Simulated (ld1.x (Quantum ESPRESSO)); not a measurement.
Which change was made? (Te, TM)

ld1.x (Quantum ESPRESSO) 7.5 input, shortened:

```
&input
   title='Te', zed=52., rel=1, dft='BLYP', iswitch=3,
   config='[Kr] 4d10 5s1 5p5'
 /
 &inputp
   pseudotype=2, tm=.true., lloc=1,
   nlcc=.true., rcore=0.70
 /
3
5S  1  0   1.00   0.00  1.80  1.80  0.0
4D  3  2  10.00   0.00  0.90  0.90  0.0
5P  2  1   5.00   0.00  1.75  1.75  0.0
 &test
   configts(1)='4d10 5s1 5p5'
 /
```

Cutoffs, loose and tight: the cutoffs (Ry, on a coarse ladder) from which the occupation-weighted sum of valence levels, in a spherical-Bessel basis at the reference potential, stays within 10 and 1 mRy of its value at 400 Ry. They do not see the model core or the augmentation charge, which bear on the density cutoff. Test errors are all-electron minus pseudo excitation energies from the reference, over the configurations 4d10 5s2 5p4; 4d10 5s2 5p3; 4d10 5s2 5p2; 4d10 5s0 5p6; 4d9 5s2 5p5; 4d9 5s2 5p4; 4d10 5s2 5p0; variants that change the core or the reference have their own tests.

The base gives: outcome: generated; cutoff, loose: 140 Ry; cutoff, tight: 160 Ry; bound ghosts: s; largest test error (meV): -519.

(1) After one change the result is: outcome: generated; cutoff, loose: 110 Ry; cutoff, tight: 200 Ry; bound ghosts: none; largest test error (meV): -346. Which change was it?
A. wave 5s (bound): rc 1.80 bohr becomes 5s (bound): rc 1.36 bohr
B. wave 4d (bound): rc 0.90 bohr becomes 4d (bound): rc 1.36 bohr
C. all radii but the core radius scaled by about 1.29 (s 2.32, p 2.26, d 1.16 bohr)
D. local potential all-electron potential smoothed inside 1.60 bohr (lloc = -2)

## Answers

(1) C. The others give: wave 4d (bound): rc 0.90 bohr becomes 4d (bound): rc 1.36 bohr → outcome: generated; cutoff, loose: 110 Ry; cutoff, tight: 180 Ry; bound ghosts: s; largest test error (meV): -504 | local potential all-electron potential smoothed inside 1.60 bohr (lloc = -2) → outcome: generated; cutoff, loose: 140 Ry; cutoff, tight: 160 Ry; bound ghosts: none; largest test error (meV): -224 | wave 5s (bound): rc 1.80 bohr becomes 5s (bound): rc 1.36 bohr → outcome: generated; cutoff, loose: 140 Ry; cutoff, tight: 200 Ry; bound ghosts: s; largest test error (meV): -327.
